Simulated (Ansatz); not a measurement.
The cluster Hg4Se4 (the lowest singlet isomer of a short search). Total charge 0; singlet. Geometry r2SCAN-D4/def2-SVP, basis def2-TZVP, Ansatz.

```
atom    x (Å)    y (Å)    z (Å)
 Hg1  -2.3658  -1.0057   0.1890
 Hg2   1.2640   0.4524   0.3022
 Hg3  -0.5005  -0.2498  -2.4106
 Hg4   3.8888   1.9335   1.3794
 Se5   1.9442   0.0880  -2.0812
 Se6  -0.0370   0.7106   2.4314
 Se7  -1.2323  -1.3368   2.3886
 Se8  -2.9614  -0.5922  -2.1987
```

| run | HOMO (eV) | LUMO (eV) |
| --- | --- | --- |
| A | -7.20 | -1.74 |
| B | -6.41 | -2.47 |
| C | -5.48 | -3.17 |
| D | -5.70 | -3.07 |

In the def2 sets Hg takes a core potential; there is no spin–orbit coupling. The structure comes from a short search, and lower isomers may exist.

**Question.** The runs used BHLYP, PBE, PBE0, r2SCAN. Estimate which is which.

**Answer.** A BHLYP (50 % exact exchange); B PBE0 (25 % exact exchange); C PBE (0 % exact exchange); D r2SCAN (0 % exact exchange). Exact exchange lowers occupied and raises empty levels; among semilocal functionals meta-GGAs tend to open the gap a little, and such runs are hard to tell apart. The gap grows from 2.31 eV (PBE) to 5.46 eV (BHLYP).
